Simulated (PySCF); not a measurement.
Below is a simulated gas-phase C 1s photoelectron spectrum of `C#[C][GeH2][Br]`.

Every computed line was given a Gaussian of 0.6 eV full width at half maximum and an area set by the number of equivalent atoms; the highest printed point is 100. Level of theory: delta-SCF UKS SCAN, pcX-2 on the ionised atom, pcseg-1 elsewhere, spin-free X2C in PySCF 2.14.0.

| binding energy (eV) | intensity |
| --- | --- |
| 289.8 | 0 |
| 289.9 | 1 |
| 290.0 | 3 |
| 290.1 | 7 |
| 290.2 | 16 |
| 290.3 | 31 |
| 290.4 | 52 |
| 290.5 | 75 |
| 290.6 | 93 |
| 290.7 | 100 |
| 290.8 | 94 |
| 290.9 | 76 |
| 291.0 | 54 |
| 291.1 | 33 |
| 291.2 | 17 |
| 291.3 | 8 |
| 291.4 | 3 |
| 291.5 | 1 |
| 291.6 | 0 |

**Question.** Count the maxima, the lines and the sites behind this envelope.

**Answer.** The curve has 1 maximum (at 290.7 eV). Under it lie 2 lines from 2 inequivalent carbon sites. At this width some lines have no maximum of their own.

**Question.** Decompose the envelope and assign each component. Numbering: `[CH:1]#[C:2][GeH2:3][Br:4]`.

**Answer.** 
| position (eV) | relative area | line | atoms | environment |
| --- | --- | --- | --- | --- |
| 290.63 | 1 | C 1s | C2 | alkyne carbon |
| 290.78 | 1 | C 1s | C1 | terminal alkyne carbon |

**Question.** Above which line width would these two lines show one maximum?

**Answer.** Two equal Gaussians merge once their distance is under 2σ = FWHM/1.177. With 0.14 eV between them that is a full width over 0.16 eV.

The 2 C 1s values lie within 0.15 eV of each other; Gaussian lines of 0.5 eV full width would blend them into one maximum.

Shake-up satellites, vibrational structure and lifetime widths aren't simulated. Spin contamination (⟨S²⟩ against 0.75 for a pure doublet) is marked for C 1s of C1 (0.86) and C 1s of C2 (0.87), which makes these values less certain. Isolated species at its PBE0-D3(BJ)/def2-SVP geometry, gas phase.
